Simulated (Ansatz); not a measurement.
Computed with Ansatz.

A structure relaxed at PBE0-D4/def2-TZVP, charge 0, multiplicity 1:

Cartesian coordinates in Å:
```
C 0.3230 0.8329 0.3062
B -0.2276 -0.5470 -0.1791
Se -1.8151 -0.7153 -1.2825
Se 0.6600 -2.2265 0.2194
H 0.8606 0.7630 1.2545
H 1.0386 1.2009 -0.4392
H -0.4562 1.5921 0.4024
H -2.1126 0.7224 -1.3065
H 1.7291 -1.6226 1.0249
```

(1) Give its formula and SMILES.

(2) Point group (tolerance 0.08 Å, 0.16 Å for H)?

(3) Summarise the bond lengths by kind.

Results:

(1) CH5BSe2, `CB([SeH])[SeH]`.

(2) Cs.

(3) 1 × B–C 1.563 Å; 3 × C–H 1.092 to 1.097 Å; 2 × B–Se 1.941 Å; 2 × H–Se 1.468 Å.
